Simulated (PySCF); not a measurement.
## AsSe₂⁺, singlet: data card

Method: PySCF, PBE0, basis As def2-TZVP, Se def2-TZVP (no relativity, density fitting).

The structure is a minimum.

```json
{
 "Point group": "D∞h",
 "Bond lengths": "As–Se 2.089 Å (×2)",
 "Bond angles": "Se–As–Se 180.0°",
 "Rotational constants": "0.02418 cm⁻¹",
 "Principal polarisabilities": "42.9, 42.9, 140.5 bohr³",
 "Enthalpy at 298.15 K above 0 K": "14.26 kJ/mol",
 "Principal quadrupole moments (Buckingham, traceless) about the centre of mass": "-11.52, -11.52, 23.03 D Å",
 "Zero-point energy": "6.1 kJ/mol",
 "Highest occupied level": "-13.42 eV",
 "Dipole moment about the centre of mass": "0.00 D",
 "Entropy at 298.15 K and 1 bar": "294.1 J/(mol K)",
 "Rotational symmetry number": "2",
 "Heat capacity Cp at 298.15 K": "57.3 J/(mol K)",
 "Lowest empty level": "-8.92 eV"
}
```

Harmonic modes (masses in u: As 74.922, Se 79.917):
```tsv
symmetry	ω (cm⁻¹)	IR (km/mol, summed over degenerate members)
πu	87	0.0
σg+	307	0.0
σu+	536	31.6
```

In D∞h the vibrations span πu + σg+ + σu+. The σg+ mode carries no infrared intensity, as symmetry demands. With a centre of inversion only u modes can be infrared active and only g modes Raman active.

Charges (e):
```json
{"atom": "As1", "Mulliken": "0.54", "Löwdin": "0.34", "polar tensor": "0.76", "Mayer order to As1": "–"}
{"atom": "Se2,3", "Mulliken": "0.23", "Löwdin": "0.33", "polar tensor": "0.12", "Mayer order to As1": "2.09"}
```
Other Mayer orders above 0.3: Se–Se 0.46.

Mulliken populations on As1: s 7.51, p 14.61, d 10.31, f 0.03.

Counting electrons, arsenic keeps none of its valence electrons outside its bonds, so the VSEPR class is AX2 and the expected shape is linear (D∞h), as computed.

Only a few start shapes were tried, so a lower isomer may exist.

The final relaxation and frequency run took of the order of 100 core-seconds on a shared host.
